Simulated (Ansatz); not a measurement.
`[SiH3]N[SiH2]Br` + H₂Se → `[SiH3]N[SiH2][SeH]` + HBr  (ligand exchange at the Si–Br bond)

Gas-phase electronic energies from Ansatz, PBE0-D4/def2-TZVP geometries. CCSD(T)/CBS is the MP2 limit (def2-TZVPP, def2-QZVPP) plus CCSD(T) − MP2 in def2-TZVPP, frozen cores. For Br, Se outer-core shells are correlated without core-valence functions, which leaves a few kJ/mol of doubt a bond. Scalar relativity is left out up to krypton. One conformer a species, not always the lowest.

```tsv
species	CCSD(T)/CBS(def2) energy (Eh)
`[SiH3]N[SiH2]Br`	-3209.88376
H₂Se	-2401.89790
`[SiH3]N[SiH2][SeH]`	-3037.84858
HBr	-2573.91920
```

**Question.** Work out ΔE.

**Answer.** ΔE = (-3037.84858) + (-2573.91920) − (-3209.88376) − (-2401.89790) = 0.01388 Eh = +36.4 kJ/mol.

Largest T1 diagnostic among the species: 0.010.

In def2-TZVPP, CCSD(T) changes the Hartree–Fock value by −11.2 kJ/mol (the triples alone add −1.5 kJ/mol) and MP2 by −10.8 kJ/mol. The D4 term adds −3.9 kJ/mol with B3LYP and −2.2 kJ/mol with PBE0; it sums over pairs of atoms, weighted by their polarisabilities, and B3LYP, whose exchange is more repulsive, gets the larger term.

B3LYP here is the variant with VWN-RPA as its local correlation; programs differ in this.
